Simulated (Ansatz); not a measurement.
Species: H$_{6}$FGaSi$_{2}$, SMILES `[SiH3][Ga]([F])[SiH3]` (charge 0, multiplicity 1), formula H₆FGaSi₂.

Problem. How many basis functions does frozen-core CCSD(T)/cc-pVTZ // r2SCAN-D4/def2-TZVP (Ansatz, a program for electronic structure) use, how many core orbitals are frozen, and how many electrons are correlated?

Solution. 225 basis functions and 20 frozen orbitals, which leaves 34 correlated electrons (filled d shells below the valence shell are correlated). Core time is of the order of minutes.
